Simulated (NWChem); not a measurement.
CH$_{2}$O$_{3}$Si; SMILES O=C1O[SiH2]O1

```xyz
7

O      0.0000     0.0000     2.0783
C      0.0000     0.0000     0.8868
O      0.0000     1.1006     0.0308
Si     0.0000     0.0000    -1.3013
O      0.0000    -1.1006     0.0308
H     -1.2519     0.0000    -2.1109
H      1.2519     0.0000    -2.1109
```
Atoms are numbered in this order, from 1.

Results from NWChem. Pople sets run with spherical d functions. All runs use the structure optimised with PBE-D3(BJ)/def2-SVP. Level M06-2X/6-31G*: energy and gradient on several grids; changes count from the extra-fine grid, which is no exact limit either.

Task: Which is the coarsest grid (medium; xcoarse; coarse; xfine; fine) from which on the energy stays within 50 μHa and each gradient component within 100 μHa/bohr of xfine?

Result: fine.
```tsv
grid	size of the energy change (μHa)	largest change of a gradient component (μHa/bohr)
xcoarse	6000	3000
coarse	90	600
medium	100	600
fine	< 10	< 30
xfine	< 10	< 30
```
